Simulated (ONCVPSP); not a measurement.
**An odd input for ONCVPSP 4.0.1 (cerium)**

Command:

```bash
oncvpsp.x < Ce.dat > Ce.out
```

Input:

```
# ATOM AND REFERENCE CONFIGURATION
# atsym  z   nc   nv     iexc    psfile
  Ce 58.00    9    5        3      upf
#
#   n    l    f
    1    0    2.00
    2    0    2.00
    2    1    6.00
    3    0    2.00
    3    1    6.00
    3    2   10.00
    4    0    2.00
    4    1    6.00
    4    2   10.00
    4    3    1.00
    5    0    2.00
    5    1    6.00
    5    2    1.00
    6    0    0.50
#
# PSEUDOPOTENTIAL AND OPTIMIZATION
# lmax
    3
#
#   l,   rc,      ep,       ncon, nbas, qcut
    0    2.80    0.00    3    6    4.90
    1    2.55    0.00    4    8    4.80
    2    3.25    0.00    3    8    3.80
    3    0.95    0.00    4    9   18.30
#
# LOCAL POTENTIAL
# lloc, lpopt,  rc(5),   dvloc0
    4    5    0.90   -1.00
#
# VANDERBILT-KLEINMAN-BYLANDER PROJECTORs
# l, nproj, debl
    0    2    3.80
    1    2    3.40
    2    2    1.70
    3    2    1.00
#
# MODEL CORE CHARGE
# icmod, fcfact, rcfact
    3    0.00    0.00
#
# LOG DERIVATIVE ANALYSIS
# epsh1, epsh2, depsh
   -3.00    5.00    0.02
#
# OUTPUT GRID
# rlmax, drl
    6.00    0.01
#
# TEST CONFIGURATIONS
# ncnf
    4
# nvcnf
#   n    l    f
    5
    4    3    1.00
    5    0    2.00
    5    1    6.00
    5    2    1.00
    6    0    2.00
#
    5
    4    3    1.00
    5    0    2.00
    5    1    6.00
    5    2    1.00
    6    0    1.00
#
    5
    4    3    1.00
    5    0    2.00
    5    1    6.00
    5    2    1.00
    6    0    0.00
#
    5
    4    3    1.00
    5    0    2.00
    5    1    6.00
    5    2    1.00
    6    0    1.50
#
```

This is an input that runs to its end, with one change: model core set to icmod 3, fcfact 0.00, rcfact 0.00. The unchanged file is no sound one. Note: ghosts flagged at negative energy: s at -310.9 eV, p at -61.0 eV, d at -96.8 eV; no localised positive-energy state flagged. A true bound ghost makes a file unfit for plane-wave use.

How does the run end?

The program refuses the input: "test_data: must have fcfact>0.0 for icmod= 1 or 3".

```
ONCVPSP  (Optimized Norm-Conservinng Vanderbilt PSeudopotential)
scalar-relativistic version 4.0.1

test_data: must have fcfact>0.0 for icmod= 1 or 3
test_data: must have rcfact>0.0 for icmod= 3
ERROR: test_data found   2 ERROR; stopping
```
